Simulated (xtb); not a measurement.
Cl₄MoO, triplet, geometry from GFN2-xTB (such geometries of metal compounds can be far from the true shape) (the multiplicity is a formal guess); GFN2-xTB (xtb 6.7.1).

Input for xtb:
```
$ xtb mol.xyz --gfn 2 --uhf 2 --json

# file mol.xyz
6

Mo     0.48749864    -0.17709820     0.15070901
O      1.38127443    -0.74911435     1.38941818
Cl    -1.65814993    -0.20351762    -1.22695926
Cl     0.06111374     2.01757753     0.56074168
Cl     1.49379273    -0.55592510    -1.72486824
Cl    -1.75117642    -0.46807367     1.36490205
```

It wrote (shortened):

```
   ID    Z sym.   atoms
    1   42 Mo     1
    2    8 O      2
    3   17 Cl     3-6

           -------------------------------------------------
          |                Calculation Setup                |
           -------------------------------------------------

           -------------------------------------------------
          |                 G F N 2 - x T B                 |
           -------------------------------------------------

          ...................................................
          :                      SETUP                      :
          :.................................................:
          :  # basis functions                  54          :
          :  # atomic orbitals                  49          :
          :  # shells                           17          :
          :  # electrons                        40          :
          :  max. iterations                   250          :
          :  Hamiltonian                  GFN2-xTB          :
          :  restarted?                      false          :
          :  GBSA solvation                  false          :
          :  PC potential                    false          :
          :  electronic temp.          300.0000000     K    :
          :  accuracy                    1.0000000          :
          :  -> integral cutoff          0.2500000E+02      :
          :  -> integral neglect         0.1000000E-07      :
          :  -> SCF convergence          0.1000000E-05 Eh   :
          :  -> wf. convergence          0.1000000E-03 e    :
          :  Broyden damping             0.4000000          :
          :  net charge                          0          :
          :  unpaired electrons                  2          :
          ...................................................

 iter      E             dE          RMSdq      gap      omega  full diag
   1    -24.1924267 -0.241924E+02  0.114E+01    1.29       0.0  T
   2    -24.1410330  0.513937E-01  0.103E+01    0.75       1.0  T
   3    -24.4577706 -0.316738E+00  0.345E+00    1.03       1.0  T
   4    -24.4586206 -0.849945E-03  0.220E+00    1.10       1.0  T
   5    -24.4578528  0.767757E-03  0.110E+00    1.09       1.0  T
   6    -24.4590016 -0.114878E-02  0.471E-01    1.08       1.0  T
   7    -24.4594589 -0.457285E-03  0.246E-01    1.07       1.0  T
   8    -24.4594777 -0.188138E-04  0.175E-01    1.07       1.0  T
   9    -24.4595213 -0.436114E-04  0.133E-01    1.07       1.0  T
  10    -24.4595471 -0.258129E-04  0.613E-02    1.07       1.0  T
  11    -24.4595499 -0.276531E-05  0.529E-02    1.07       1.0  T
  12    -24.4595522 -0.229658E-05  0.291E-02    1.07       1.4  T
  13    -24.4595533 -0.109348E-05  0.138E-02    1.08       3.0  T
  14    -24.4595536 -0.353953E-06  0.175E-02    1.08       2.3  T
  15    -24.4595540 -0.324990E-06  0.348E-03    1.08      11.7  T
  16    -24.4595540 -0.187374E-07  0.229E-03    1.08      17.9  T
  17    -24.4595540 -0.118426E-07  0.229E-03    1.08      17.8  T
  18    -24.4595540 -0.842495E-08  0.157E-03    1.08      26.0  T
  19    -24.4595540 -0.628681E-08  0.687E-04    1.08      59.4  T
  20    -24.4595540 -0.117021E-08  0.458E-04    1.08      89.2  T

   *** convergence criteria satisfied after 20 iterations ***

 transition dipole moment (au) for excitation:          20          21
     X       Y       Z
   0.0990   0.0379  -0.1636  total (au/Debye):    0.195   0.495
 dE (eV)             :    1.460
 oscillator strength :  0.19222E-02

         :::::::::::::::::::::::::::::::::::::::::::::::::::::
         ::                     SUMMARY                     ::
         :::::::::::::::::::::::::::::::::::::::::::::::::::::
         :: total energy             -24.423940594261 Eh    ::
         :: gradient norm              0.000011868230 Eh/a0 ::
         :: HOMO-LUMO gap              1.076176843172 eV    ::
         ::.................................................::
[...]
        13        2.0000           -0.4920564             -13.3895
        14        2.0000           -0.4863755             -13.2350
        15        2.0000           -0.4850632             -13.1992
        16        2.0000           -0.4752534             -12.9323
        17        2.0000           -0.4688387             -12.7577
        18        2.0000           -0.4667984             -12.7022
        19        2.0000           -0.4647209             -12.6457
        20        1.0000           -0.4366694             -11.8824
        21        1.0000           -0.3829998             -10.4220 (HOMO)
        22                         -0.3434510              -9.3458 (LUMO)
        23                         -0.3037767              -8.2662
        24                         -0.2719547              -7.4003
        25                         -0.1948386              -5.3018
        26                         -0.0471879              -1.2840
        27                         -0.0361751              -0.9844
        28                         -0.0359853              -0.9792
        29                         -0.0318998              -0.8680
        30                         -0.0312325              -0.8499
        31                         -0.0300724              -0.8183
        32                         -0.0282228              -0.7680
       ...                                ...                  ...
        49                          0.8048475              21.9010
      -------------------------------------------------------------
                  HL-Gap            0.0395488 Eh            1.0762 eV
             Fermi-level           -0.4069322 Eh          -11.0732 eV

     #   Z          covCN         q      C6AA      α(0)
     1  42 Mo       4.046     0.791   346.333    38.276
     2   8 O        0.804    -0.425    22.220     6.319
     3  17 Cl       1.342    -0.106   102.487    15.488
     4  17 Cl       0.853    -0.138   103.413    15.557
     5  17 Cl       0.850    -0.087   101.801    15.435
     6  17 Cl       1.338    -0.035   100.287    15.321

 Mol. C6AA /au·bohr⁶  :       4017.721217
 Mol. C8AA /au·bohr⁸  :     229565.883321
 Mol. α(0) /au        :        106.396699

Wiberg/Mayer (AO) data.
largest (>0.10) Wiberg bond orders for each atom

 ---------------------------------------------------------------------------
     #   Z sym  total        # sym  WBO       # sym  WBO       # sym  WBO
 ---------------------------------------------------------------------------
     1  42 Mo   6.099 --     2 O    2.168     5 Cl   1.347     4 Cl   1.265
                             6 Cl   0.704     3 Cl   0.615
     2   8 O    2.401 --     1 Mo   2.168
     3  17 Cl   1.205 --     1 Mo   0.615     6 Cl   0.481
     4  17 Cl   1.464 --     1 Mo   1.265
     5  17 Cl   1.587 --     1 Mo   1.347
     6  17 Cl   1.289 --     1 Mo   0.704     3 Cl   0.481
 ---------------------------------------------------------------------------

Topologies differ in total number of bonds
Writing topology from bond orders to xtbtopo.mol

molecular dipole:
                 x           y           z       tot (Debye)
 q only:       -0.195      -0.027      -0.599
   full:       -0.153       0.017      -1.019       2.620
molecular quadrupole (traceless):
                xx          xy          yy          xz          yz          zz
 q only:       -0.514       1.943       1.635      -3.597       0.952      -1.121
  q+dip:       -1.814       1.629       1.808      -4.235       1.632       0.006
   full:       -2.134       1.559       1.384      -4.450       1.645       0.750

           -------------------------------------------------
          | TOTAL ENERGY              -24.423940594261 Eh   |
          | GRADIENT NORM               0.000011868230 Eh/α |
          | HOMO-LUMO GAP               1.076176843172 eV   |
           -------------------------------------------------

normal termination of xtb
```
